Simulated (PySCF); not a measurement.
C6H8NOS (doublet state).
Atom-mapped SMILES: `[CH3:1][NH:2][C:3]1=[CH:4][CH:5][C@@H:6]([CH:7]=[O:8])[S:9]1` (hydrogens: H10, H11, H12 on C1; H13 on N2; H14 on C4; H15 on C5; H16 on C6; H17 on C7)

Structure used (GFN2-xTB), in Å, numbered top down from 1:
```xyz
17
C6H8NOS angstrom
C      2.8317   -0.3070   -0.2112
N      1.6981   -0.9947    0.3568
C      0.5161   -0.3553    0.5795
C      0.0565    0.8393    0.0521
C     -1.2228    1.1826    0.4340
C     -1.9380    0.1070    1.1693
C     -2.8026   -0.3138    0.0014
O     -3.9238    0.0897   -0.1906
S     -0.6877   -1.1430    1.5927
H      3.2420    0.4561    0.4605
H      2.5323    0.1732   -1.1420
H      3.6061   -1.0387   -0.4305
H      1.9121   -1.7267    1.0183
H      0.6717    1.4740   -0.5605
H     -1.7188    2.1035    0.1967
H     -2.5184    0.4073    2.0406
H     -2.2615   -0.9413   -0.7277
```

The hyperfine couplings belong to this conformer and change with its torsions.

Method used: PySCF, UKS B3LYP, pcH-1 on C H N O S, non-relativistic, mean-field spin-orbit, GIAO. One conformer (not necessarily the lowest) at the GFN2-xTB geometry, without solvent, vibrations or thermal averaging. Couplings are sensitive to structure, and on GFN2-xTB geometries they can be far from those on DFT ones. The frame is twisted about the N2–C3 bond at this geometry (dihedral C1–N2–C3–C4 = 18°); couplings at other torsion angles weren't computed. No stability test was run, so a lower SCF solution isn't excluded.

Principal values of hyperfine tensors in MHz (contact, dipolar and spin–orbit terms together), for some of the nuclei:

| atom | isotope | A1 | A2 | A3 |
| --- | --- | --- | --- | --- |
| H16 | 1H | 50.00 | 50.55 | 56.31 |
| C5 | 13C | 0.29 | 1.69 | 130.16 |
| H15 | 1H | -58.17 | -35.86 | -15.71 |
| C3 | 13C | -0.30 | 0.75 | 96.65 |
| C4 | 13C | -38.14 | -26.39 | -23.76 |
| C6 | 13C | -19.57 | -18.39 | -17.28 |
| H10 | 1H | 12.23 | 12.81 | 17.42 |
| N2 | 14N | 3.84 | 4.11 | 23.37 |

Split each tensor into its isotropic and traceless parts, and turn a_iso into mT with g = 2.0042.

a_iso is a third of the trace, T = A − a_iso, and a(mT) = a(MHz)/(g × 13.996). The tensors hold a spin–orbit part: the run splits a_iso into a_FC + a_SO, and T includes its anisotropic share.

```
atom  a_iso (MHz)    a_FC   a_SO  a_iso (mT)      T1      T2     T3
 H16        52.29   52.27   0.01       1.864   -2.29   -1.74   4.02
  C5        44.05   44.12  -0.07       1.570  -43.76  -42.36  86.11
 H15       -36.58  -36.58   0.00      -1.304  -21.59    0.72  20.86
  C3        32.37   32.18   0.19       1.154  -32.67  -31.62  64.29
  C4       -29.43  -29.45   0.02      -1.049   -8.71    3.04   5.67
  C6       -18.42  -18.47   0.05      -0.657   -1.16    0.02   1.13
 H10        14.15   14.15   0.00       0.505   -1.93   -1.34   3.27
  N2        10.44   10.45  -0.01       0.372   -6.60   -6.33  12.93
```

What spin density at the nucleus of C6 lies behind its contact coupling (g_N = 1.40482)?

a_FC = 800.24 MHz bohr³ × g_N × ρ(0)/(2S). With a_FC = -18.47 MHz and 2S = 1, ρ(0) = -0.01643 bohr⁻³.

C7 (13C, g_N = 1.40482) isn't in the table. Its spin density at the nucleus is 0.0502 bohr⁻³. What is its contact coupling?

By the same relation, a_FC = 56.4 MHz. Its full tensor has the principal values 47.83, 52.29, 69.10 MHz.

Which nucleus of the table has the largest anisotropic coupling, and what is its form?

C5: -43.8, -42.4, 86.1 MHz (the dipolar term alone has -43.8, -42.2, 86.0), axial, in the ratio −1:−1:+2, the form that spin in one p orbital centred on that nucleus gives.

In a single crystal, with the field along each principal axis of the tensor of H15 in turn, what first-order splitting does this nucleus give (isotropic g, quadrupole terms neglected)?

2 lines (I = 1/2), spaced by |A_i|/(g × 13.996): 2.07, 1.28, 0.56 mT along the axes of A1, A2 and A3.
